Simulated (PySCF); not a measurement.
# Identify the compound

An unknown has the formula C5H9ClSi2. Its calculated NMR data are:

¹H NMR (400 MHz, computed): δ 7.09 (m, 2H), 6.00 (d, 2H), 4.13 (t, 3H), 0.09 (q, 2H).

¹³C{¹H} NMR (computed): δ 153.6 (CH), 137.6 (CH), -5.1 (CH2).

Computed data (PySCF 2.14.0 with density-fitted response routines): geometry: GFN2-xTB, shieldings: GIAO PBE0/pcSseg-1. Rapidly exchanging positions averaged, single conformer, non-relativistic Hamiltonian, no solvent model.

δ = σ(ref) − σ, references computed at the same level: TMS for ¹H (σ = 31.72 ppm) and ¹³C (σ = 186.93 ppm).

Problem. Choose the structure that fits.
A. [SiH3]CC1=CC=C(Cl)[SiH2]1
B. CC1=C[SiH2]C=C[Si@@H]1Cl
C. [SiH3]C[Si]1(Cl)C=CC=C1

Solution. C. 

- Rings plus π bonds: 3 (1 ring in the answer).
- 3 carbon signals for 5 carbons: some carbons are equivalent by symmetry or fast rotation.
- Carbon types of the structure: 4 × CH, 1 × CH2, leaving 3 H on heteroatoms.
- δC 153.6, 137.6: alkene CH; as expected for a trigonal carbon in a double bond.
- δC -5.1: sp3 CH2 bonded to 2 Si; an electropositive neighbour leaves it electron-rich and shielded.
- δH 7.09, 6.00: hydrogen on an alkene CH; attached to an sp2 carbon and in the plane of the double bond.
- δH 4.13: hydrogen on a silicon bonded to C.
- δH 0.09: hydrogen on an sp3 CH2 bonded to 2 Si; an electropositive neighbour shields it, as in TMS itself.

The others: [SiH3]CC1=CC=C(Cl)[SiH2]1 would give 5 carbon signals, not 3; CC1=C[SiH2]C=C[Si@@H]1Cl would give 5 carbon signals, not 3.

Shifts are as computed. Against solution values, carbons near 30 ppm lie about +3 ppm off and those near 130 ppm about +5 ppm. Of 1211 compounds with measured shifts, 218 miss one by over three times the rms of a fit or turn the order of signals round; such compounds aren't used in these exercises. Multiplicities follow the n + 1 count of equivalent neighbours, as no J values were calculated; m marks all less simple cases, F and P coupling included.
